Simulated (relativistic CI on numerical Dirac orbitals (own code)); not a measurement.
## Lu⁴⁺ (4f13) in a crystal field

Calculated by Dirac-Coulomb-Breit CI, separate exchange-only KLI orbitals for each configuration, model QED (radiative potential, 1s self-energy scaled to tabulated hydrogen-like ionisation energies), valence Slater integrals scaled by 0.7, one configuration in a parametric crystal field (own radial code).

Field parameters in Wybourne normalisation; cubic f-shell fields have B⁴₄ = √(5/14) B⁴₀ and B⁶₄ = −√(7/2) B⁶₀. The field is a parameter set, without covalency.

S is read from ⟨S²⟩ = S(S + 1).

Powder χT (cm³ K mol⁻¹) by Van Vleck's formula, with temperature-independent terms:

| Field | 2 K | 5 K | 10 K | 20 K | 50 K | 100 K | 200 K | 300 K |
| --- | --- | --- | --- | --- | --- | --- | --- | --- |
| C2v, B20 = -110, B22 = -340, B40 = -460, B42 = -370, B44 = 0, B60 = 150, B62 = 300, B64 = -360, B66 = -540 cm⁻¹ | 0.858 | 0.902 | 0.976 | 1.12 | 1.54 | 2 | 2.36 | 2.47 |
| D4h, B20 = 1440, B40 = 2240, B44 = 560, B60 = 1110, B64 = 210 cm⁻¹ | 1.37 | 1.37 | 1.39 | 1.41 | 1.49 | 1.62 | 1.86 | 2.06 |
| Oh, B40 = -1300, B60 = -1210 cm⁻¹ | 0.931 | 0.983 | 1.07 | 1.24 | 1.61 | 1.88 | 2.11 | 2.24 |
| Oh, B40 = 1760, B60 = 240 cm⁻¹ | 0.682 | 0.704 | 0.74 | 0.813 | 1.03 | 1.39 | 1.93 | 2.21 |
| Oh, B40 = 3610, B60 = 200 cm⁻¹ | 0.676 | 0.689 | 0.71 | 0.753 | 0.882 | 1.1 | 1.51 | 1.83 |
| Oh, B40 = -2860, B60 = -1030 cm⁻¹ | 1.11 | 1.13 | 1.15 | 1.21 | 1.38 | 1.65 | 2.02 | 2.19 |

**Question.** For Oh, B40 = 1760, B60 = 240 cm⁻¹: what effective moment follows at 300 K?

**Answer.** μ_eff = √(8χT) = 4.21 μB. The LS value g√(J(J + 1)) of the free ion's 2F°_7/2 level is 4.54 μB.
